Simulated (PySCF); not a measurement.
Isomers C$_{7}$H$_{8}$F$_{3}$N:

A. `C=C(CC#N)CCC(F)(F)F`
B. SMILES Cn1ccc(CC(F)(F)F)c1
C. SMILES C[C@H](C#N)[C@@H](C)C(F)=C(F)F

Spectrum 1. 13C{1H} NMR (computed): δ 167.3 (C), 138.4 (C), 126.8 (C), 41.9 (CH), 28.6 (CH), 20.0 (CH3), 19.6 (CH3).

Spectrum 2. 13C{1H} NMR (computed): δ 150.5 (C), 136.2 (C), 124.7 (CH2), 122.2 (C), 41.3 (CH2), 29.8 (CH2), 28.8 (CH2).

Spectrum 3. 13C{1H} NMR (computed): δ 135.2 (C), 125.3 (CH), 124.8 (CH), 119.3 (C), 116.8 (CH), 37.4 (CH2), 37.0 (CH3).

Theory: NMR shieldings at PBE0/pcSseg-1/GIAO, geometry from GFN2-xTB, in PySCF 2.14 (isolated molecule, one computed conformer, rapidly exchanging positions averaged, relativity neglected).

Scale: 13C against TMS (reference shieldings calculated alike). Splittings of carbon signals by F and P are missing where no couplings were computed. Shifts are as computed. Against solution values, carbons near 30 ppm lie about +3 ppm off and those near 130 ppm about +5 ppm. Of 1211 compounds with measured shifts, 218 miss one by over three times the rms of a fit or turn the order of signals round; such compounds aren't used in these exercises.

Task: Match each spectrum to its structure.

Result: 1–C, 2–A, 3–B.

- Spectrum 1 (C): 7 13C signals; δC 138.4 is a fully substituted alkene carbon; δC 126.8 is a nitrile carbon.
- Spectrum 2 (A): 7 13C signals; δC 150.5 is a fully substituted alkene carbon; δC 136.2 is a CF3 carbon.
- Spectrum 3 (B): 7 13C signals; δC 135.2 is a CF3 carbon; δC 37.4 is an sp3 CH2 on an aromatic ring.
